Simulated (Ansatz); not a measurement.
```yaml
crystal:
  periodic: [false, false, false]
  atoms:
    - {symbol: Cl, position_ang: [-2.128513, 0.485217, 1.372083]}
    - {symbol: B, position_ang: [-0.788826, -0.255970, 1.293896]}
    - {symbol: C, position_ang: [0.400282, 0.116652, -0.431777]}
    - {symbol: C, position_ang: [0.675889, 0.181789, -1.193810]}
    - {symbol: h, position_ang: [0.081138, 0.883947, -1.820007]}
    - {symbol: H, position_ang: [-0.088955, -1.103008, 1.707279]}
    - {symbol: H, position_ang: [1.688809, -0.284146, -1.619511]}
basis:
  gaussian: {orbitals: def2-TZVP}
total_charge: 1
magnetization: {spin_polarized: true, initial_magnetization: 1}
hamiltonian: {xc: {name: revPBE}}
output: {forces: true}
```

```sh
$ ansatz run in.yaml --threads 2 --pin off --events-out ev --progress --plain --max-ram 4352MiB
```

**Question.** How does Ansatz answer? (Best estimate.)

**Answer.** The calculation gave: The program refused the input.
```
Error: YAML parse error: error: line 8 column 16: `h` is not an element symbol (H … Og, case-exact)
  --> <input>:8:16
   |
 6 |     - {symbol: C, position_ang: [0.400282, 0.116652, -0.431777]}
 7 |     - {symbol: C, position_ang: [0.675889, 0.181789, -1.193810]}
 8 |     - {symbol: h, position_ang: [0.081138, 0.883947, -1.820007]}
   |                ^ `h` is not an element symbol (H … Og, case-exact)
 9 |     - {symbol: H, position_ang: [-0.088955, -1.103008, 1.707279]}
10 |     - {symbol: H, position_ang: [1.688809, -0.284146, -1.619511]}
   |
```
